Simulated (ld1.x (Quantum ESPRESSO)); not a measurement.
# Building the RRKJ potential for fluorine (F) (Wu–Cohen, scalar-relativistic).

| Item | Value |
| --- | --- |
| Element | F |
| Generator | ld1.x (Quantum ESPRESSO) 7.5 |
| Type | norm-conserving RRKJ (Kleinman–Bylander form) |
| Functional | Wu–Cohen |
| Relativity | scalar-relativistic |
| Frozen core | [He] |
| Valence charge | 7 |
| Reference configuration | 2s2 2p4.5 (charge +0.5) |
| Partial waves | 2s (bound): rc 0.85 bohr; 2p (bound): rc 1.05 bohr |
| Local potential | all-electron potential smoothed inside 0.70 bohr (lloc = -1) |
| Core correction | Bessel-smoothed model core inside 0.80 bohr |
| rho0 | 0.005 |

All-electron outer shells of the reference configuration (Wu–Cohen, scalar-relativistic, ld1.x):

| shell | level (eV) | outermost node (bohr) | outermost maximum (bohr) |
| --- | --- | --- | --- |
| 2s | -38.06 | 0.24 | 0.76 |
| 2p | -19.22 | – | 0.69 |

Calculated quality:

```json
{
  "Cutoffs needed": "160 Ry and 200 Ry (the cutoffs (Ry, on a coarse ladder) from which the occupation-weighted sum of valence levels, in a spherical-Bessel basis at the reference potential, stays within 10 and 1 mRy of its value at 400 Ry)",
  "Ghost test": "no extra level below or beside the all-electron valence levels (s, p, d, f tested) (spherical-Bessel basis up to 400 Ry, 20 bohr box)",
  "Largest excitation error": "+776 meV (all-electron minus pseudo) for 2s2 2p1, out of 7 test configurations"
}
```

Generation and tests took about 1.5 s on one core of a shared server CPU.
